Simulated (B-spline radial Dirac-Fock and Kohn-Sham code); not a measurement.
# Dipole and non-dipole photoemission parameters of Lu²⁺ 4f7/2

System: Lu²⁺, [Xe] 4f14 6s1; threshold 35.60 eV (orbital energy of the model). Level of theory: Dirac-Hartree-Slater photoionisation with a Latter tail; cross sections with all multipoles, angular parameters from the dipole term and its interference with E2; a B-spline atomic structure program.

For linearly polarised light dσ/dΩ = σ/(4π) [1 + β P₂(cos θ) + (δ + γ cos²θ) sin θ cos φ], with θ from the polarisation vector and φ the angle between the beam and the projection of the electron momentum on the plane normal to the polarisation.

```tsv
hν (eV)	σ (kb)	β	γ	δ
50.9	1570	1.316	0.013	0.004
60	2190	0.938	0.011	0.006
96.7	3960	0.412	0.005	0.012
117	4220	0.347	0.004	0.014
196	3810	0.388	0.007	0.021
300	2540	0.550	0.014	0.027
384	1740	0.666	0.021	0.032
475	1160	0.766	0.033	0.037
603	681	0.869	0.056	0.045
706	458	0.927	0.080	0.051
879	252	0.992	0.129	0.061
976	186	1.016	0.160	0.067
1220	94.0	1.049	0.243	0.081
1250	87.0	1.051	0.253	0.082
1253.6	86.3	1.051	0.255	0.083
1900	21.6	1.045	0.473	0.117
2310	10.8	1.017	0.594	0.138
3430	2.47	0.925	0.853	0.195
3570	2.12	0.914	0.879	0.202
3900	1.50	0.889	0.937	0.219
4000	1.36	0.882	0.954	0.224
4710	?	?	?	?
6000	0.264	0.759	1.212	0.322
6330	0.212	0.743	1.244	0.337
8047.8	0.0766	0.671	1.384	0.415
8320	0.0664	0.662	1.403	0.427
8370	0.0647	0.660	1.406	0.430
9251.7	0.0419	0.631	1.461	0.467
12800	0.00992	0.537	1.622	0.611
15000	0.00482	0.493	1.681	0.693
```

**Question.** Give the values at 4710 eV.

**Answer.** σ = 0.711 kb, β = 0.833, γ = 1.060, δ = 0.259.

Values without a named source are computed, but for edge energies of neutral atoms, which are taken from tables.
